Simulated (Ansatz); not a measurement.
Cartesian coordinates in Å:
```
B 1.101 1.692 -2.005
C 0.726 1.011 -0.667
O 0.794 -0.402 -0.668
Si 0.442 -1.299 0.670
Si -1.800 -1.073 1.339
H 1.419 1.063 -2.969
H 1.060 2.887 -2.046
H -0.285 1.364 -0.390
H 1.375 1.439 0.120
H 1.318 -0.891 1.810
H 0.737 -2.708 0.309
H -2.119 0.339 1.690
H -2.729 -1.506 0.261
H -2.040 -1.915 2.544
```

Total charge 0; spin multiplicity 1.

Task: List the PBE0/def2-TZVPP orbital energies in eV (the Gaussian-basis code of Ansatz). (An estimate is asked.)

Result: Computed: Occupied: -1803.01, -1802.41, -522.80, -279.46, -184.80, -145.27, -144.80, -99.96, -99.92, -99.92, -99.45, -99.45, -99.44, -28.53, -19.67, -15.92, -14.67, -14.18, -13.07, -12.49, -11.47, -10.11, -9.91, -9.71, -9.53, -9.24, -8.57, -7.70. Lowest empty: -1.53, -0.33, 0.36, 0.80, 1.00, 1.27, 1.65, 2.07.
